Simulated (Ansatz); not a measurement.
`N=[C](F)[Zn][F]` + H₂ → `[F][ZnH]` + `N=CF` at 298.15 K and 1 bar (hydrogenolysis of a Zn–C bond).

Computed with Ansatz on PBE0-D4/def2-TZVP structures; ΔE is electronic, products minus reactants. CBS: MP2 limit from def2 TZ/QZ plus the TZ coupled-cluster correction, frozen cores. This one scheme is used for every species. For Zn outer-core shells are correlated without core-valence functions, which leaves a few kJ/mol of doubt a bond. Scalar relativity is left out up to krypton. One conformer a species, not always the lowest.

```
          species  CCSD(T)/CBS energy (Eh)  H − E (kJ/mol)  S (J/(mol·K))
`N=[C](F)[Zn][F]`              -2071.32641            83.5          329.0
               H₂                 -1.17544            35.1          130.4
       `[F][ZnH]`              -1878.79355            32.0          233.4
           `N=CF`               -193.72220            98.3          248.2
```

H − E and S are ideal-gas, rigid-rotor, harmonic terms from PBE0-D4/def2-TZVP, for one conformer and one mirror image of each species. For small species the MP2-based limit differs from directly extrapolated CCSD(T) by up to some mEh (0.8 for H₂); such offsets cancel only in part. 1 Eh = 2625.50 kJ/mol, R = 8.31446 J/(mol·K).

Question: By hand: ΔE, ΔH, ΔS and ΔG.

Answer: ΔE = (-1878.79355) + (-193.72220) − (-2071.32641) − (-1.17544) = -0.01390 Eh = -36.5 kJ/mol. Δ(H − E) = 32.0 + 98.3 − 83.5 − 35.1 = 11.7, so ΔH = -24.8 kJ/mol. ΔS = 233.4 + 248.2 − 329.0 − 130.4 = 22.2 J/(mol·K). ΔG = -24.8 − 298.15 × (22.2)/1000 = -31.4 kJ/mol.

Question: By hand: the equilibrium constant, and the temperature at which ΔG would vanish if ΔH and ΔS stayed fixed.

Answer: log₁₀ K = −ΔG/(RT ln 10) = 5.5. ΔH and −TΔS have one sign here, so there is no such temperature.

ΔH outweighs TΔS. A doubt of 5 kJ/mol in ΔE shifts log₁₀ K by 0.9 here. Other conformers and mirror images would add mixing entropy, several J/(mol·K) or more a flexible species. These are equilibria of isolated gas molecules and say nothing of rates. Largest T1 diagnostic: 0.018 (customary marks: 0.02 for closed shells, 0.045 for open ones).
